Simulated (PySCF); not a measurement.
HfF₂, triplet: molecular constants

Level of theory: UPBE0 in PySCF with Hf def2-TZVP with ECP60, F def2-TZVP; scalar-relativistic core potentials, no spin–orbit coupling; density-fitted integrals.

The structure is a minimum.

```xyz
3
charge 0 multiplicity 3, angstrom
Hf    0.0915    0.0000    0.0000
F    -0.5033    0.0000    1.8232
F    -0.5033    0.0000   -1.8232
```

* Point group: C2v
* Bond lengths: Hf–F 1.918 Å (×2)
* Bond angles: F–Hf–F 143.9°
* Atomisation energy without zero-point energy: 1247 kJ/mol
* Dipole moment: 0.97 D
* Principal quadrupole moments (Buckingham, traceless) about the centre of mass: -10.80, 3.91, 6.89 D Å
* Spin squared ⟨S²⟩: 2.002
* Highest occupied level (α): -5.11 eV
* Principal polarisabilities: 42.3, 58.0, 61.6 bohr³
* Lowest empty level (β): -2.65 eV
* Zero-point energy: 8.0 kJ/mol
* Enthalpy at 298.15 K above 0 K: 12.65 kJ/mol
* Entropy at 298.15 K and 1 bar (electronic part: spin only): 296.9 J/(mol K)
* Rotational constants: 1.519, 0.1335, 0.1227 cm⁻¹
* Rotational symmetry number: 2
* Heat capacity Cp at 298.15 K: 49.7 J/(mol K)

Harmonic modes (masses in u: Hf 179.947, F 18.998):
```csv
symmetry,ω (cm⁻¹),IR (km/mol),type
a1,94,1.5,bend
b2,611,165,stretch
a1,632,26.1,stretch
```

In C2v the vibrations span 2a1 + b2. Here b1 is antisymmetric to the molecular plane and b2 lies in it.

Charges (e):
| atom | Mulliken | Löwdin | polar tensor | spin (Mulliken) | Mayer order to Hf1 |
| --- | --- | --- | --- | --- | --- |
| Hf1 | 0.90 | 0.54 | 1.08 | 2.05 | – |
| F2,3 | -0.45 | -0.27 | -0.54 | -0.02 | 0.96 |

Mulliken populations on Hf1 (electrons outside its core potential): s 2.83, p 6.22, d 1.93, f 0.11.

Formally Hf is in oxidation state +2, d2, with 2 unpaired electrons (the high-spin count). The Mulliken spin on Hf is 2.05. The polar-tensor charge on Hf, 1.08, is far below the formal one.

Other isomers or separated fragments may lie lower. Open d and f shells are described by one determinant, and the ground state may have another occupation or spin. No spin–orbit coupling is included, which matters more the heavier the element.

The final relaxation and frequency run took of the order of 90 core-seconds on a shared host.
